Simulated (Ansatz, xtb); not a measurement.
**Relative energy of two isomers of C3H9BS**

Structure I is `CSB(C)C`, a singlet and structure II is `CCBSC`, a singlet. Both are isolated molecules in the gas phase, relaxed with B3LYP-D3(BJ)/def2-SVP; the shapes shown needn't be the lowest conformers.

I (Å):

```xyz
14

C    -3.0807    0.6800    0.6028
C    -0.2767   -0.7267    0.8164
C     1.0134    1.0698   -0.8327
B    -0.2839    0.5577   -0.0998
S    -1.7764    1.5252   -0.3635
H    -3.2370   -0.3451    0.2395
H    -2.8241    0.6533    1.6708
H    -4.0092    1.2516    0.4720
H     0.7085   -1.2165    0.8599
H    -1.0122   -1.4724    0.4667
H    -0.5747   -0.4749    1.8499
H     1.8041    1.2640   -0.0848
H     1.4098    0.2675   -1.4819
H     0.8842    1.9764   -1.4428
```

II (Å):

```tsv
atom	x (Å)	y (Å)	z (Å)
C	-4.6583	-0.6322	-0.1260
C	-3.9582	0.2048	0.9483
C	0.0709	-1.4398	1.2037
B	-2.4661	-0.1307	1.3041
S	-1.6115	-1.4561	0.4746
H	-4.1317	-0.5650	-1.0918
H	-4.6840	-1.6986	0.1516
H	-5.6979	-0.3073	-0.2911
H	-3.9804	1.2805	0.6798
H	-4.5244	0.1691	1.9008
H	-1.8691	0.4959	2.1480
H	0.0167	-1.3294	2.2942
H	0.5515	-2.3958	0.9561
H	0.6623	-0.6185	0.7767
```

Task: Estimate E(II) − E(I) at the level CCSD(T)/def2-SVP + ΔMP2/def2-TZVPP.

Result: Calculated at CCSD(T)/def2-SVP + ΔMP2/def2-TZVPP: E(II) − E(I) = +12.0 kcal/mol, so structure I lies lower.

Level by level:

```csv
level,geometry,E(II) − E(I) (kcal/mol),departure from the last row (kcal/mol),"job, with rough time for the two"
GFN2-xTB,GFN2-xTB,−1.4,−13.5,"optimisation, 0.8 s"
HF/STO-3G,GFN2-xTB,+9.4,−2.7,"single point, 0.63 s"
r2SCAN-D4/def2-SVP,GFN2-xTB,+13.6,+1.5,"single point, 4.3 s"
B3LYP-D3(BJ)/def2-SVP,B3LYP-D3(BJ)/def2-SVP,+12.2,+0.1,"optimisation, 43 s"
HF/def2-SVP,B3LYP-D3(BJ)/def2-SVP,+11.2,−0.8,part of the CCSD(T) run
MP2/def2-SVP,B3LYP-D3(BJ)/def2-SVP,+11.8,−0.3,part of the CCSD(T) run
CCSD(T)/def2-SVP,B3LYP-D3(BJ)/def2-SVP,+11.0,−1.0,single point
CCSD(T)/def2-SVP + ΔMP2/def2-TZVPP,B3LYP-D3(BJ)/def2-SVP,+12.0,,"single point, 51 s"
```

As drawn, II has 1 C–C, 1 B–H in place of 1 C–B, 1 C–H.

GFN2-xTB puts the two in the other order. The largest departure from CCSD(T)/def2-SVP + ΔMP2/def2-TZVPP is that of GFN2-xTB, 13.5 kcal/mol. The last row adds to CCSD(T) the change of the MP2 difference between the two basis sets, here +1.0 kcal/mol.

With thermal terms from frequencies at re-optimised GFN2-xTB minima (ideal gas, soft modes damped towards free rotors, one conformer each, 298.15 K, 1 atm): on the last row, ΔE + ΔZPE = +12.1, ΔH = +11.8, ΔG = +12.2 kcal/mol.

The correlated steps freeze 9 core orbitals. Run with Ansatz 0.2.0, xtb 6.7.1; the last row on 2 threads of Intel(R) Xeon(R) Processor @ 2.70GHz on a shared host.
